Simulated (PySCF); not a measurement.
C9H9NS.
Cartesian coordinates in Å at the GFN2-xTB level; atoms count from 1:
```
atom  x, y, z in Å
C1     3.3695   -0.5521   -0.4245
S2     2.5805    1.0815   -0.4889
C3     0.8609    0.7394   -0.2826
C4     0.3338   -0.5345   -0.1103
C5    -1.0337   -0.7242    0.0489
C6    -1.5949   -2.0991    0.2442
C7    -1.8798    0.3746    0.0385
C8    -1.3537    1.6545   -0.1347
C9    -2.2207    2.7723   -0.1419
N10   -2.9311    3.6718   -0.1436
C11    0.0140    1.8417   -0.2979
H12    3.0063   -1.1741   -1.2373
H13    4.4310   -0.3643   -0.5531
H14    3.1936   -1.0155    0.5420
H15    0.9788   -1.3989   -0.0986
H16   -2.4396   -2.2635   -0.4222
H17   -0.8441   -2.8616    0.0537
H18   -1.9511   -2.2147    1.2677
H19   -2.9446    0.2454    0.1644
H20    0.4195    2.8321   -0.4366
```

Computed at PBE0/pcSseg-1 (PySCF, non-relativistic), with Q(33S) = −0.0678 b, Q(14N) = 0.02044 b: S2, 33S (I = 3/2): χzz = 44.75 MHz, η = 0.735; N10, 14N (I = 1): χzz = -4.645 MHz, η = 0.081.

Question: Find the zero-field quadrupole resonance frequencies of 33S at S2.

Answer: From ν = (|χ|/2)√(1 + η²/3): ν = 24.31 MHz (sulfide sulfur).

Question: Where would the pure quadrupole (NQR) lines of 14N at N10 fall for the rigid, isolated species?

Answer: From ν± = (3/4)|χ|(1 ± η/3) and ν0 = |χ|η/2: ν+ 3.578 MHz, ν− 3.389 MHz, ν0 0.189 MHz (nitrile nitrogen).

In a crystal, neighbours and librations shift these lines. GFN2-xTB bond lengths can be off by several hundredths of an ångström, more for odd bonds, and the gradients follow them. With so small a basis the couplings can be 20 % off.

One conformer stands for the species.
